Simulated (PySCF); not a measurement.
Computed properties of CH3GeIO, SMILES C[O][Ge][I]

Ge(I)(OMe) (CH3GeIO), SMILES C[O][Ge][I] (connectivity only; charge and spin as stated), neutral, multiplicity 1. The structure is a stationary point at B3LYP-D3(BJ)/def2-SVP. The structure was generated by enumeration; whether it is a known compound was not checked. The def2 effective core potentials stand for the cores of I; spin–orbit coupling is left out. One conformer was computed; it need not be the lowest. All values are computed for the isolated molecule unless a solvent is named; none is compared with measurement here.

**Structure.** The optimised structure has Cs symmetry. All 15 harmonic modes at B3LYP-D3(BJ)/def2-SVP (PySCF) are real, so it is a minimum. With heavy atoms numbered as in [Ge:1]([I:2])[O:3][CH3:4], the shortest bond between them is O3–C4 at 1.411 Å and the longest Ge1–I2 at 2.637 Å.

**Vibrations.** The strongest infrared lines (harmonic, unscaled, degenerate partners summed) lie at 1116 cm⁻¹ (214 km/mol, O 52 %, C 40 %), 584 cm⁻¹ (79 km/mol, O 47 %, Ge 23 %, C 21 %, H 8 %), 3007 cm⁻¹ (61 km/mol, H 98 %). The softest mode is at 61 cm⁻¹ and the zero-point energy is 26.4 kcal/mol.

**Electronic structure.** M06-2X/def2-TZVP (PySCF) places the frontier levels at -8.33 and -1.67 eV, a gap of 6.66 eV, and gives a dipole moment of 1.73 D and a mean polarisability of 79.8 bohr³. PBE/def2-TZVP (PySCF) at the same geometry gives -6.25 and -3.18 eV, so its gap is 3.59 eV narrower. An orbital gap is neither the optical nor the fundamental gap.

**Excitations.** TDDFT-B3LYP/def2-SVPD (PySCF) has S1 at 3.43 eV (362 nm, f = 0.002, dark); the most intense of the 10 singlets computed lies at 6.43 eV (f = 0.25). T1 (TDA) is at 2.91 eV. TDDFT-PBE/def2-SVPD (PySCF) puts S1 at 3.14 eV. No vertical singlet excitation falls in the visible range (under 3.1 eV).
